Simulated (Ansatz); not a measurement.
System: InH3, net charge 0, singlet state. 
Structure (B3LYP-D3(BJ)/def2-TZVP (Ansatz, a quantum-chemistry and plane-wave program) minimum search):
```
In
H 1 1.7305
H 1 1.7305 2 120.00
H 1 1.7305 2 120.00 3 180.00
```

Basis-set convergence of Hartree-Fock and CCSD correlation energies (hartree) with Ansatz. Correlated levels leave the core frozen unless marked. No spin-orbit coupling. Frozen are the shells of the preceding noble gas and the d and f shells that filled before the atom's block. In def2 rows, elements after Kr have scalar-relativistic effective core potentials.

| basis | functions | E(HF) | E(corr, CCSD) |
|---|---|---|---|
| def2-SVP | 41 | -190.90529 | -0.09225 |
| def2-TZVPP | 92 | -190.91399 | -0.10894 |
| def2-QZVPP | 172 | -190.91569 | -0.11282 |

Extrapolating the two largest sets (X = 3 and 4) as X^-3: E(corr) = (64·(-0.11282) - 27·(-0.10894))/37 = -0.1157 Eh, an estimate of the basis-set limit. The largest set recovers 97.6 % of it, the smallest 79.8 %.
